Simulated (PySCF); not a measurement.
## Bond curve of SrBr

Set-up: basis Sr def2-SVP with ECP28, Br def2-SVP; scalar-relativistic core potentials; PySCF 2.14. Energies in eV from Sr + Br in their ground configurations at the same level. State: ²Σ⁺ (doublet), unpaired electrons σ ↑.

| R (Å) | UHF-SCS-MP2 | PBE | UHF | PBE0 |
| --- | --- | --- | --- | --- |
| 2.382 | -2.443 | -3.073 | -2.126 | -3.039 |
| 2.493 | -2.999 | -3.536 | -2.739 | -3.516 |
| 2.604 | -3.314 | -3.784 | -3.101 | -3.773 |
| 2.687 | -3.435 | -3.868 | -3.254 | -3.861 |
| 2.770 | -3.484 | -3.888 | -3.329 | -3.884 |
| 2.853 | -3.477 | -3.861 | -3.345 | -3.857 |
| 2.964 | -3.405 | -3.770 | -3.300 | -3.765 |
| 3.102 | -3.246 | -3.600 | -3.169 | -3.592 |
| 3.269 | -2.998 | -3.350 | -2.946 | -3.336 |
| 3.490 | -2.624 | -2.989 | -2.598 | -2.963 |

Problem. Put a parabola through the three lowest points of the UHF-SCS-MP2 curve and estimate Re, k and ωe (reduced mass 41.58 u; 1 eV/Å² = 0.16022 mdyn/Å; ωe = 1302.8·√(k/μ) cm⁻¹).

Solution. Through R = 2.687, 2.77, 2.853 Å the second-order coefficient is 4.06 eV/Å², so Re ≈ 2.801 Å, k ≈ 1.30 mdyn/Å and ωe ≈ 231 cm⁻¹. A polynomial fit of higher order to the unrounded UHF-SCS-MP2 energies gives Re = 2.799 Å, k = 1.16 mdyn/Å, ωe = 217 cm⁻¹; anharmonicity and rounding make the difference.

The higher-order fit for each curve: UHF-SCS-MP2: Re = 2.799 Å, ωe = 217 cm⁻¹, De = 3.49 eV; PBE: Re = 2.760 Å, ωe = 217 cm⁻¹, De = 3.89 eV; UHF: Re = 2.839 Å, ωe = 210 cm⁻¹, De = 3.35 eV; PBE0: Re = 2.762 Å, ωe = 219 cm⁻¹, De = 3.88 eV.

Correlated steps freeze 9 core orbitals. Correlated levels converge slowly with the basis: in double zeta they bind strong bonds too weakly, by up to about 1 eV, and carry superposition errors of some tenths. Spin–orbit coupling is left out. The state is the lowest determinant that a PBE0 search found; another state may lie lower at other levels.
